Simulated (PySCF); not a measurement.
## A small calculation by hand: oscillator strength and radiative lifetime

C₂H₃BO₂, SMILES C#CB(O)O.

Geometry: PBE0-D3(BJ)/def2-SVP. The values are those of a single conformer.

TDA-ωB97X/def2-SVPD (PySCF) puts the first singlet state with f over 0.02 at 8.15 eV (vertical), with the transition dipole (0.000, -0.655, 0.000) in atomic units.

### Question
Find the oscillator strength, the wavelength and the radiative lifetime that this transition would have in vacuum if emission retraced absorption.

### Answer

|μ|² = 0.4290 au, so |μ| = 1.66 D. ΔE = 8.15/27.211 = 0.2995 hartree. f = (2/3) ΔE |μ|² = 0.086 (the program prints 0.086).
λ = 1239.84/8.15 = 152 nm; ν = 65734 cm⁻¹.
Einstein's coefficient A = 0.6670 ν² f s⁻¹ (ν in cm⁻¹) = 2.5e8 s⁻¹, so τ = 1/A = 4.1 ns. This state is S4; the lower singlets have f = 0.000, 0.016, 0.000. The figure is the radiative limit of this one transition; relaxation, internal conversion, crossing to triplets and a medium change what is measured.
